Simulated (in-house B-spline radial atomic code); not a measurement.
Configurations of the molybdenum ion Mo³⁺, with energies counted from [Kr] 4d3. Level of theory: scalar-relativistic (X2C) OLYP, spin-polarised, spherical fractional occupations, Fermi nucleus of rms radius 4.4091 fm; calculated with a B-spline radial code for spherical atoms. Shells without spins written out take the highest spin.

Occupations are held fixed; configurations that lie above the ionisation limit could autoionise.

| configuration | E - E(ref) (eV) | highest orbital | its <r> (bohr) |
| --- | --- | --- | --- |
| [Kr] 4d(1 up, 2 down) | 1.6811 | 4d up | 1.609 |
| [Kr] 4d2 5s1 | 7.7838 | 5s up | 2.608 |
| [Kr] 4d2 5d1 | 22.763 | 5d up | 4.035 |
| [Ar] 3d10 4s2 4p(3 up, 2 down) 4d(2 up, 1 down) 5d(0 up, 1 down) | 61.193 | 5d down | 4.009 |
| [Ar] 3d10 4s2 4p5 4d3 5f1 | 65.628 | 5f up | 6.243 |
| [Ar] 3d9 4s2 4p6 4d3 5s1 | 238.86 | 5s up | 2.545 |
| [Ar] 3d9 4s2 4p6 4d3 5d1 | 254.33 | 5d up | 3.929 |

**Question.** Order these further configurations by energy, lowest first.
A. [Ar] 3d10 4s2 4p5 4d3 5d1
B. [Kr] 4d(2 up, 0 down) 5f(1 up, 0 down)
C. [Ar] 3d10 4s2 4p(3 up, 2 down) 4d(2 up, 1 down) 5f(1 up, 0 down)
D. [Ar] 3d10 4s2 4p5 4d4
E. [Ar] 3d9 4s2 4p6 4d3 4f1

**Answer.** B (30.109 eV), D (33.977 eV), A (58.322 eV), C (68.581 eV), E (256.95 eV).

**Question.** How far above the reference does [Ar] 3d10 4s2 4p5 4d3 4f1 lie?

**Answer.** 60.624 eV; its least bound orbital is 4f up with <r> = 3.403 bohr.

**Question.** How far above the reference does [Ar] 3d10 4s2 4p(2 up, 3 down) 4d(3 up, 0 down) 5p(1 up, 0 down) lie?

**Answer.** 52.477 eV; its least bound orbital is 5p up with <r> = 2.957 bohr.
